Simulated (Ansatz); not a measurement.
Gas-phase electronic energies from Ansatz, PBE0-D4/def2-TZVP geometries. CBS: MP2 limit from def2 TZ/QZ plus the TZ coupled-cluster correction, frozen cores. This one scheme is used for every species. DFT in def2-TZVPP. HSE06 is defined as in plane-wave codes. Each species was taken in one conformer, which may not be the lowest.

Consider the formal exchange of groups at the Si–O bond: `[SiH3]O[SiH3]` + `O[SiH](O)F` → `O[Si](O)(F)[SiH3]` + `O[SiH3]`.

`[SiH3]O[SiH3]`:

Z-matrix (Å, degrees):
```
Si
O 1 1.634
H 1 1.483 2 108.3
H 1 1.487 2 110.2 3 119.9
H 1 1.487 2 110.2 3 -119.9
Si 2 1.634 1 147.6 3 179.6
H 6 1.483 2 108.2 1 -179.7
H 6 1.487 2 110.2 1 60.4
H 6 1.487 2 110.2 1 -59.9
```

`O[SiH](O)F`:

```xyz
7

O    -0.003    0.432   -1.289
Si   -0.285    0.021    0.263
O     0.510   -1.351    0.589
F     0.214    1.225    1.183
H    -0.123    1.346   -1.550
H    -1.701   -0.203    0.581
H     1.388   -1.472    0.223
```

`O[Si](O)(F)[SiH3]`:

Cartesian coordinates in Å:
```
O -1.689 0.820 -0.493
Si -0.075 0.550 -0.445
O 0.622 1.845 0.247
F 0.412 0.378 -1.961
Si 0.570 -1.349 0.746
H -2.208 0.340 -1.141
H 0.267 2.715 0.048
H -0.058 -2.548 0.127
H 2.047 -1.509 0.715
H 0.113 -1.242 2.156
```

`O[SiH3]`:

Cartesian coordinates in Å:
```
O 0.257 0.716 1.032
Si 0.068 -0.142 -0.363
H -0.407 0.612 1.714
H 0.060 -1.609 -0.109
H 1.224 0.214 -1.217
H -1.201 0.209 -1.057
```

CCSD(T)/CBS gives +115.7 kJ/mol.

Question: Another level gave +85.0 kJ/mol. Which?
A. r2SCAN/def2-TZVPP
B. PBE-D4/def2-TZVPP
C. HSE06/def2-TZVPP
D. r2SCAN0-D4/def2-TZVPP

Answer: B. PBE-D4 85.0, r2SCAN 107.4, r2SCAN0-D4 112.4, HSE06 97.3 kJ/mol.

Largest T1 diagnostic among the species: 0.013.

From r2SCAN to r2SCAN0 (25 % exact exchange), in def2-TZVPP and without D4, ΔE moves by +5.4 kJ/mol. Leaving LDA and LC-ωPBE aside and taking each functional with its dispersion term where it has one, the values, not all of them listed here, spread over 40.7 kJ/mol, from PBE-D4 to BHLYP-D4.
